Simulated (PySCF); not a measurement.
Geometries of 2 isomers of C2H8BOP, from PBE0-D3(BJ)/def2-SVP geometry optimisation, gas phase (PySCF). One conformer each, no zero-point energy, no frequencies.

Question: Which is lower in electronic energy at this level?
A.
```xyz
13
angstrom
C      2.750    0.523    0.081
C      1.644   -0.230    0.085
O      0.438    0.218   -0.283
B     -0.690   -0.678   -0.237
P     -2.216    0.366   -0.947
H      2.716    1.570   -0.230
H      3.701    0.094    0.394
H      1.685   -1.283    0.401
H     -1.119   -0.988    0.873
H     -0.685   -1.627   -1.020
H     -2.634    1.539   -0.270
H     -3.420   -0.372   -0.975
H     -2.164    0.852   -2.276
```
B.
```xyz
13
angstrom
C     -2.036   -0.536   -0.555
C     -0.647   -0.435    0.026
O     -0.171    0.891   -0.119
B      1.127    1.234   -0.098
P      2.566   -0.047    0.027
H     -2.027   -0.301   -1.629
H     -2.716    0.171   -0.056
H     -2.433   -1.553   -0.425
H      0.040   -1.137   -0.480
H     -0.653   -0.695    1.098
H      1.379    2.405   -0.275
H      3.469    0.786    0.744
H      2.111   -0.790    1.156
```

Answer: B. That is `CCOBP`, 37.2 kcal/mol below the other.

```tsv
SMILES	atoms numbered as above	E (Eh)	relative (kcal/mol)	relative (kJ/mol)	dipole (D)
CCOBP	[CH3:1][CH2:2][O:3][BH:4][PH2:5]	-521.90800	0.0	0.0	1.85
C=CO[BH2-][PH3+]	[CH2:1]=[CH:2][O:3][BH2-:4][PH3+:5]	-521.84874	37.2	155.6	4.95
```
